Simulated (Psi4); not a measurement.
CH2O2, triplet, geometry from GFN2-xTB (a higher spin typed on purpose: for a closed-shell molecule this is an excited state), atoms displaced at random by about 0.08 Å a coordinate; HF/STO-3G, gradient in Psi4 1.11.

Input for Psi4:
```
memory 2 GB

molecule mol {
0 3
O     0.871284   -0.632588    0.099730
C    -0.312454   -0.235564    0.091304
O    -0.657983    0.883257   -0.118152
H     1.574924   -0.088000   -0.585333
H    -0.950273   -0.829463   -0.471751
symmetry c1
no_reorient
no_com
}

set {
  basis sto-3g
  reference uhf
}

gradient('scf')
print_variables()
```

What the program printed (banner, timings and long lists left out):

```
gradient() will perform analytic gradient computation.

   => Loading Basis Set <=

    Name: STO-3G
    Role: ORBITAL
    Keyword: BASIS

         ---------------------------------------------------------
                                   SCF
               by Justin Turney, Rob Parrish, Andy Simmonett
                          and Daniel G. A. Smith
                              UHF Reference
         ---------------------------------------------------------

  ==> Geometry <==

    Molecular point group: c1
    Full point group: C1

    Geometry (in Angstrom), charge = 0, multiplicity = 3:

       Center              X                  Y                   Z               Mass
    ------------   -----------------  -----------------  -----------------  -----------------
         O            0.871284000000    -0.632588000000     0.099730000000    15.994914619570
         C           -0.312454000000    -0.235564000000     0.091304000000    12.000000000000
         O           -0.657983000000     0.883257000000    -0.118152000000    15.994914619570
         H            1.574924000000    -0.088000000000    -0.585333000000     1.007825032230
         H           -0.950273000000    -0.829463000000    -0.471751000000     1.007825032230

  Running in c1 symmetry.

  Rotational constants: A =      2.76442  B =      0.42599  C =      0.38120 [cm^-1]
  Rotational constants: A =  82875.35924  B =  12770.88339  C =  11428.10998 [MHz]
  Nuclear repulsion =   72.256367334749299

  Charge       = 0
  Multiplicity = 3
  Electrons    = 24
  Nalpha       = 13
  Nbeta        = 11

  ==> Algorithm <==

  SCF Algorithm Type is DF.
  DIIS enabled.
  MOM disabled.
  Fractional occupation disabled.
  Guess Type is SAD.
  Energy threshold   = 1.00e-08
  Density threshold  = 1.00e-08
  Integral threshold = 1.00e-12

  ==> Primary Basis <==

  Basis Set: STO-3G
    Blend: STO-3G
    Number of shells: 11
    Number of basis functions: 17
    Number of Cartesian functions: 17
    Spherical Harmonics?: true
    Max angular momentum: 1

   => Loading Basis Set <=

    Name: (STO-3G AUX)
    Role: JKFIT
    Keyword: DF_BASIS_SCF

  ==> Integral Setup <==

  SCF_SUBTYPE=INCORE selected. In-core MEM_DF algorithm will be used.
  Using in-core AOs.

  ==> MemDFJK: Density-Fitted J/K Matrices <==

    J tasked:                   Yes
    K tasked:                   Yes
    wK tasked:                   No
    Algorithm:                 Core
    Schwarz Cutoff:           1E-12
[...]
  @DF-UHF Final Energy:  -186.04687509534702
    Total Energy =                       -186.0468750953470192
[...]
                          Rob Parrish, Justin Turney,
                       Andy Simmonett, and Alex Sokolov
         ------------------------------------------------------------

  ==> Geometry <==

    Molecular point group: c1
    Full point group: C1

    Geometry (in Angstrom), charge = 0, multiplicity = 3:

       Center              X                  Y                   Z               Mass
    ------------   -----------------  -----------------  -----------------  -----------------
         O            0.871284000000    -0.632588000000     0.099730000000    15.994914619570
         C           -0.312454000000    -0.235564000000     0.091304000000    12.000000000000
         O           -0.657983000000     0.883257000000    -0.118152000000    15.994914619570
         H            1.574924000000    -0.088000000000    -0.585333000000     1.007825032230
         H           -0.950273000000    -0.829463000000    -0.471751000000     1.007825032230

  Nuclear repulsion =   72.256367334749299

  ==> Basis Set <==

  Basis Set: STO-3G
    Blend: STO-3G
    Number of shells: 11
    Number of basis functions: 17
    Number of Cartesian functions: 17
    Spherical Harmonics?: true
    Max angular momentum: 1

  ==> DFJKGrad: Density-Fitted SCF Gradients <==

    Gradient:                    1
    J tasked:                  Yes
    K tasked:                  Yes
    wK tasked:                  No
    Integrals threads:           1
    Schwarz Cutoff:          1E-12
    Fitting Condition:       1E-10

   => Auxiliary Basis Set <=

  Basis Set: (STO-3G AUX)
    Blend: DEF2-UNIVERSAL-JKFIT
    Number of shells: 87
    Number of basis functions: 265
    Number of Cartesian functions: 315
    Spherical Harmonics?: true
    Max angular momentum: 4

  -Total Gradient:
     Atom            X                  Y                   Z
    ------   -----------------  -----------------  -----------------
       1       -0.284794842879     0.023166363727     0.034281185932
       2        0.061757001971     0.243037987077    -0.064142426551
       3        0.097441061413    -0.360548479752     0.052381486043
       4        0.073090429760     0.043506774831    -0.054915885728
       5        0.052506349734     0.050837354117     0.032395640303

  Variable Map:
  ----------------------------------------------------------------------------
[...]
  Array Variable Map:
  ----------------------------------------------------------------------------
[...]
[...]
```
